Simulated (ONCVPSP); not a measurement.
## Plane-wave convergence, ONCV potential for silver

Ag, optimised norm-conserving Vanderbilt (ONCV), made with ONCVPSP 4.0.1 (LDA (Perdew-Wang 92), scalar-relativistic). Core [Ar] 3d10, reference 4s2 4p6 4d10 5s1. Waves: 4s+5s: rc 1.60 bohr, ncon 3, nbas 8, qcut 9.5 1/bohr, 2 projectors; 4p: rc 1.35 bohr, ncon 4, nbas 7, qcut 11.1 1/bohr, 3 projectors, debl 2.1 Ha; 4d: rc 1.30 bohr, ncon 3, nbas 6, qcut 7.6 1/bohr, local. Local part: the d channel. Core correction: none.

In the p channel the program set the typed energies aside and used -2.156, 0.250, 2.350 Ha.

**Question.** For each optimised wave give the share of its norm inside rc, the residual kinetic energy above qcut (Ha) and the cutoffs (Ha) for errors of 10, 1, 0.1 and 0.01 mHa per electron.

**Answer.**

```
         wave  norm inside rc  residual KE  10 mHa  1 mHa  0.1 mHa  0.01 mHa
           4s           0.971      3.4e-08    20.6   27.2     32.5      36.7
           5s           0.061      1.4e-08    13.8   23.4     29.9      35.0
           4p           0.844      2.4e-07    24.9   37.6     45.8      52.1
p projector 2           0.052      1.1e-07    12.0   31.6     42.7      50.8
p projector 3           0.064      5.5e-07    14.5   37.0     47.1      54.5
           4d           0.518      1.2e-03    23.1   29.9     74.8     126.9
```

The occupied waves need 38 Ha and 75 Ha for 1 and 0.1 mHa.
